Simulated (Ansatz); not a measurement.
Stepwise reaction of `C[SiH2][SiH](O)O` with hydrogen chloride, as a gas-phase model of exchange steps in deposition or etching. ΔE in kJ/mol.

Gas-phase electronic energies from Ansatz, PBE0-D4/def2-TZVP geometries. CCSD(T)/CBS adds triple-zeta CCSD(T) − MP2 to the extrapolated MP2 energy (def2 sets, frozen cores). This one scheme is used for every species. DFT in def2-TZVPP. B3LYP here is the variant with VWN-RPA as its local correlation; programs differ in this. Each species was taken in one conformer, which may not be the lowest.

```tsv
step	reaction	PBE-D4	B3LYP-D4	ωB97M-V	CCSD(T)/CBS
2	`C[SiH2][SiH](O)Cl` + HCl → `C[SiH2][SiH](Cl)Cl` + H₂O	-7.8	-0.3	-1.6	-4.1
```

Give the row of step 1, `C[SiH2][SiH](O)O` + HCl → `C[SiH2][SiH](O)Cl` + H₂O. (An estimate is asked.)

The calculation gave: 
```tsv
step	reaction	PBE-D4	B3LYP-D4	ωB97M-V	CCSD(T)/CBS
1	`C[SiH2][SiH](O)O` + HCl → `C[SiH2][SiH](O)Cl` + H₂O	-16.4	-9.8	-10.5	-11.9
```

By hand: ΔE of the 2 steps together at CCSD(T)/CBS.

(-11.9) + (-4.1) = -16.0 kJ/mol, or -8.0 kJ/mol a step.

In ΔE each step is higher than the one before. PBE-D4 differs from CCSD(T)/CBS by -4.5 to -3.7 kJ/mol a step. Isolated molecules leave out the surface, adducts and barriers. Largest T1 diagnostic: 0.012.
